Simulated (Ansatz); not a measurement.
Single points on n-GeGeGeGeSiGeH14 (SiGe₅H₁₄).

```yaml
crystal:
  periodic: [false, false, false]
  atoms:
    - {symbol: Ge, position_ang: [1.589970, -0.658932, 2.193150]}
    - {symbol: Ge, position_ang: [1.723336, 1.334649, 0.825772]}
    - {symbol: Ge, position_ang: [1.759550, 0.724847, -1.519833]}
    - {symbol: Ge, position_ang: [-0.483499, 0.373444, -2.366628]}
    - {symbol: Si, position_ang: [-1.702863, -1.222291, -1.079491]}
    - {symbol: Ge, position_ang: [-2.549710, -0.261458, 0.928012]}
    - {symbol: H, position_ang: [0.665920, -1.700302, 1.539247]}
    - {symbol: H, position_ang: [2.992482, -1.277946, 2.319549]}
    - {symbol: H, position_ang: [1.056577, -0.349020, 3.600548]}
    - {symbol: H, position_ang: [3.002232, 2.112169, 1.191673]}
    - {symbol: H, position_ang: [0.524045, 2.262875, 1.090153]}
    - {symbol: H, position_ang: [2.566577, -0.577093, -1.686053]}
    - {symbol: H, position_ang: [2.456890, 1.816068, -2.354183]}
    - {symbol: H, position_ang: [-1.231532, 1.720369, -2.338072]}
    - {symbol: H, position_ang: [-0.411387, -0.084161, -3.836971]}
    - {symbol: H, position_ang: [-2.871937, -1.713157, -1.877039]}
    - {symbol: H, position_ang: [-0.830114, -2.397515, -0.770321]}
    - {symbol: H, position_ang: [-1.434021, 0.371765, 1.775556]}
    - {symbol: H, position_ang: [-3.263037, -1.318548, 1.786780]}
    - {symbol: H, position_ang: [-3.559479, 0.844239, 0.578162]}
basis:
  gaussian: {orbitals: def2-TZVP, initial_orbitals: start.molden}
hamiltonian: {xc: pbe0, dispersion: d4}
scf: {omitted_lower_state_checks: [starts]}
output: {orbitals: {seedname: orbitals}}
```

The file start.molden holds the orbitals of an earlier run on this structure, at another level or in another basis.

```sh
$ ansatz run in.yaml --threads 4 --pin off --events-out ev --progress --plain --max-ram 6963MiB
```

It prints (some lines left out):

```
Functional definition: PBE0
2889 factors; their error is unknown
mean field evaluation 1: about -290655.0117 eV, gradient 2.4e2 eV
mean field evaluation 2: about -290657.5892 eV, gradient 4.6e0 eV
mean field evaluation 4: about -290659.0108 eV, gradient 2.5e-1 eV
mean field evaluation 8: about -290659.0109 eV, gradient 7.6e-6 eV
mean field -290659.01086201 eV, -10681.5216334251 hartree, gradient 7.6e-6 eV, S^2 0.000000; 0 other end points of the search recorded, 0 dependent functions left out
reference -290659.01091350 eV, -10681.5216353176 hartree; 94, 94 occupied and 267, 267 virtual orbitals, 2889 factors
Total energy: -290659.60011932 eV, -10681.5432882320 hartree
Checks for a lower state left out: starts
```

It took 18 s on 4 threads of Intel Xeon Platinum 8488C on a shared host, peak host memory 2.6 GiB.

As the first input, with `gaussian: {orbitals: def2-SVP, initial_orbitals: start.molden}` (abridged; 10 s):

```
Functional definition: PBE0
mean field -290620.66340014 eV, -10680.1123901944 hartree, gradient 1.6e-5 eV, S^2 0.000000
Total energy: -290621.25265037 eV, -10680.1340447408 hartree
Checks for a lower state left out: starts
```

First input, but with `hamiltonian: {xc: pbe, dispersion: d4}` (abridged; 6.5 s):

```
Functional definition: PBE
mean field -290650.27961329 eV, -10681.2007659531 hartree, gradient 2.1e-5 eV, S^2 0.000000
Total energy: -290650.94206883 eV, -10681.2251107450 hartree
Checks for a lower state left out: starts
```

Geometry: r2SCAN-D4/def2-SVP.
